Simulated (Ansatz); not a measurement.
SnH2MeBr (CH5BrSn). Charge 0, multiplicity 1. Geometry relaxed at PBE-D4/def2-SVP.

```tsv
atom	x (Å)	y (Å)	z (Å)
Sn1	0.875	0.118	0.397
H2	1.690	1.597	0.024
H3	1.945	-1.237	0.313
C4	-0.938	-0.160	-0.745
H5	-0.696	-0.195	-1.825
H6	-1.625	0.683	-0.545
H7	-1.419	-1.108	-0.440
Br8	0.169	0.302	2.821
```

In the def2 sets Sn takes a core potential; there is no spin–orbit coupling.

**Question.** Estimate the harmonic wavenumbers at RKS PBE-D4/def2-SVP (Ansatz, unscaled). Is this a minimum?

**Answer.** 75, 109, 245, 346, 479, 510, 573, 678, 750, 767, 1161, 1377, 1383, 1849, 1864, 2994, 3109, 3120 cm⁻¹. Yes, no mode is imaginary beyond noise. Zero-point energy 127.9 kJ/mol. Hardware: 4 threads of Arm Neoverse V1 on a shared host. Wall time 30 s.
